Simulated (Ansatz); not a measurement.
Reaction (redistribution): `C[O][GeH2][Cl]` + `CB[SiH2][SiH2]Cl` → `C[BH][GeH2][Cl]` + `CO[SiH2][SiH2]Cl`

Isolated molecules relaxed with PBE0-D4/def2-TZVP in Ansatz; ΔE leaves out vibrations. CCSD(T)/CBS adds triple-zeta CCSD(T) − MP2 to the extrapolated MP2 energy (def2 sets, frozen cores). DFT in def2-TZVPP. For Ge outer-core shells are correlated without core-valence functions, which leaves a few kJ/mol of doubt a bond. Scalar relativity is left out up to krypton. One conformer a species, not always the lowest.

```
       level  ΔE (kcal/mol)
        PBE0          -14.2
HF/CBS(def2)          -17.7
```

Question: What does CCSD(T)/CBS give? (Estimate.)

Answer: The calculation gave: -15.4 kcal/mol. The listed levels differ from it by 1.2, -2.3 kcal/mol.

Largest T1 diagnostic among the species: 0.012.

From PBE to PBE0 (25 % exact exchange), in def2-TZVPP and without D4, ΔE moves by −1.1 kcal/mol. In def2-TZVPP, CCSD(T) changes the Hartree–Fock value by +3.4 kcal/mol (the triples alone add +0.9 kcal/mol) and MP2 by +2.8 kcal/mol.
